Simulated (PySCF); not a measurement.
Geometry:
```json
{"atom": "C1", "x (Å)": "-2.406", "y (Å)": "-0.478", "z (Å)": "0.591"}
{"atom": "S2", "x (Å)": "-2.400", "y (Å)": "-0.651", "z (Å)": "-1.220"}
{"atom": "Si3", "x (Å)": "-0.919", "y (Å)": "0.830", "z (Å)": "-1.728"}
{"atom": "C4", "x (Å)": "0.593", "y (Å)": "0.444", "z (Å)": "-0.739"}
{"atom": "C5", "x (Å)": "1.534", "y (Å)": "0.129", "z (Å)": "-0.043"}
{"atom": "Si6", "x (Å)": "2.986", "y (Å)": "-0.343", "z (Å)": "1.005"}
{"atom": "H7", "x (Å)": "-2.750", "y (Å)": "0.515", "z (Å)": "0.863"}
{"atom": "H8", "x (Å)": "-3.091", "y (Å)": "-1.226", "z (Å)": "0.976"}
{"atom": "H9", "x (Å)": "-1.405", "y (Å)": "-0.653", "z (Å)": "0.974"}
{"atom": "H10", "x (Å)": "-0.719", "y (Å)": "0.657", "z (Å)": "-3.157"}
{"atom": "H11", "x (Å)": "-1.426", "y (Å)": "2.142", "z (Å)": "-1.328"}
{"atom": "H12", "x (Å)": "2.524", "y (Å)": "-1.325", "z (Å)": "1.990"}
{"atom": "H13", "x (Å)": "3.468", "y (Å)": "0.871", "z (Å)": "1.668"}
{"atom": "H14", "x (Å)": "4.009", "y (Å)": "-0.914", "z (Å)": "0.128"}
```

Geometry: GFN2-xTB; GIAO shifts from PySCF 2.14, gas phase, non-relativistic, averaged over equivalent atoms.

At B3LYP/pcSseg-1 (163 basis functions, 17 s wall time on 1 thread of an Arm Neoverse V1, shared host):
```csv
atoms,δ (ppm)
C4,114.3
C5,113.7
C1,15.3
Si3,-55.4
Si6,-103.6
H10/H11,4.84
H12/H13/H14,4.19
H7/H8/H9,2.21
```

δ = σ(ref) − σ, references computed at the same level: ¹³C (σref 181.92), ²⁹Si (σref 334.47), ¹H (σref 31.83) against TMS.

Predict the values at CAM-B3LYP/def2-TZVP on the same geometry.

Results:


| atoms | δ at CAM-B3LYP/def2-TZVP | change |
| --- | --- | --- |
| C4 | 115.7 | +1.4 |
| C5 | 114.8 | +1.1 |
| C1 | 13.1 | -2.2 |
| Si3 | -54.1 | +1.3 |
| Si6 | -100.1 | +3.5 |
| H10/H11 | 5.12 | +0.28 |
| H12/H13/H14 | 4.46 | +0.27 |
| H7/H8/H9 | 2.16 | -0.05 |

Shifts are taken against calculated references (same method and geometry level): ¹³C (187.79 ppm), ²⁹Si (317.19 ppm), ¹H (32.05 ppm) vs TMS.

The largest change is at Si6 (silicon bonded to C, 3 H). Cost: 252 basis functions, 54 s wall time on 1 thread of an Arm Neoverse V1, shared host. The order of the carbon signals is the same at both levels.
